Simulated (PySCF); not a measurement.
# Technetium: highly charged ions in a basis for the neutral atom

Tc(8+) [Ar] 3d10 4s2 4p5, Tc(9+) [Ar] 3d10 4s2 4p4. All numbers are calculated (PySCF 2.14, a scalar-relativistic core potential, in aug-cc-pVDZ-PP with ECP28MDF (5s5p4d2f, 54 functions)). No spin-orbit coupling, so a gap to NIST mixes the basis error with missing relativistic terms.

Changed run: basis of the neutral atom used for a highly charged ion. This setting is unsound on purpose.

```json
{"species": "Tc(8+)", "method": "UHF", "sound run (hartree)": "not run", "changed run (hartree)": "-62.98384", "converged": "yes"}
{"species": "Tc(8+)", "method": "TPSS", "sound run (hartree)": "not run", "changed run (hartree)": "-63.28252", "converged": "yes"}
{"species": "Tc(8+)", "method": "MN15", "sound run (hartree)": "not run", "changed run (hartree)": "-63.17873", "converged": "yes"}
{"species": "Tc(9+)", "method": "UHF", "sound run (hartree)": "not run", "changed run (hartree)": "-56.71649", "converged": "yes"}
{"species": "Tc(9+)", "method": "TPSS", "sound run (hartree)": "not run", "changed run (hartree)": "-56.98265", "converged": "yes"}
{"species": "Tc(9+)", "method": "MN15", "sound run (hartree)": "not run", "changed run (hartree)": "-56.86288", "converged": "yes"}
```

Ionisation energy of Tc(8+):

```json
{"method": "UHF", "changed run (eV)": "170.54", "NIST (eV)": "169 ± 2.2"}
{"method": "TPSS", "changed run (eV)": "171.43", "NIST (eV)": "169 ± 2.2"}
{"method": "MN15", "changed run (eV)": "171.86", "NIST (eV)": "169 ± 2.2"}
```

The contracted functions were made for the neutral atom and can be too rigid for a highly charged ion.
